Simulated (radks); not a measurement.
Charge is removed step by step from the 3p3/2 level of the krypton ion Kr3+, starting from [Ne] 3s2 3p(1/2: 2, 3/2: 4) 3d10 4s2 4p3. Calculated with a radial shooting solver on a logarithmic mesh with Libxc functionals: Dirac Kohn-Sham, PBE, spin-unpolarised, spherical densities, finite nucleus; open shells fill j = l - 1/2 first; Fermi nuclear charge, rms radius 4.1884 fm.

| removed (e) | E - E(0) (eV) | eigenvalue (eV) | E minus straight line (eV) |
|---|---|---|---|
| 0 | 0.000 | -232.77 | 0.000 |
| 0.125 | 29.333 | -236.56 | -1.686 |
| 0.25 | 59.140 | -240.37 | -2.897 |
| 0.375 | 89.426 | -244.21 | -3.630 |
| 0.5 | 120.19 | -248.08 | -3.882 |
| 0.625 | 151.45 | -251.97 | -3.647 |
| 0.75 | 183.19 | -255.90 | -2.925 |
| 0.875 | 215.42 | -259.84 | -1.710 |
| 1 | 248.15 | -263.82 | 0.000 |

Removing the whole electron costs 248.15 eV by Delta-SCF, against 232.77 eV from minus the eigenvalue at the starting occupation. Slater's transition state (half an electron removed) gives 248.08 eV. Integrating minus the eigenvalue over the occupation (Janak's theorem) gives 248.15 eV. The mean slope of the eigenvalue, de/dn, is 31.0 eV per electron.
